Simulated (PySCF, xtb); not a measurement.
HgBr, SMILES [Br][Hg] (connectivity only; charge and spin as stated), neutral, multiplicity 2.

Harmonic wavenumbers (cm⁻¹) from GFN2-xTB (xtb) at its own minimum, in rising order: 33.

Question: What does r2SCAN-D4/def2-TZVP (PySCF) give at its own minimum? (Estimate from the structure and the level; the computed values follow.)

Answer: 177. Paired by order, the mean absolute difference is 144 cm⁻¹ and the zero-point energies are 0.0 and 0.3 kcal/mol.
